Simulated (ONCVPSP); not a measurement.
**Transferability test, ONCV potential for phosphorus**

phosphorus, optimised norm-conserving Vanderbilt (ONCV), made with ONCVPSP 4.0.1 (LDA (Perdew-Zunger), non-relativistic). Core [Ne], reference 3s2 3p2 (charge +1). Waves: 3s: rc 1.40 bohr, ncon 3, nbas 8, qcut 4.6 1/bohr, 2 projectors, debl 3.2 Ha; 3p: rc 1.85 bohr, ncon 4, nbas 7, qcut 4.8 1/bohr, 1 projector. Local part: polynomial inside 1.20 bohr (lpopt 5, dvloc0 0 Ha). Core correction: none.

Energies are relative to the spin-unpolarised reference configuration 3s2 3p2; without spin polarisation the order of configurations can differ from experiment.

```tsv
valence configuration	charge	ΔE all-electron (eV)	error AE − PS (meV)
3s2 3p3	0	-9.833	+4.9
3s2 3p1	+2	19.262	+15
3s2 3p0	+3	49.167	+91
3s0 3p5	0	7.121	+8.3
```
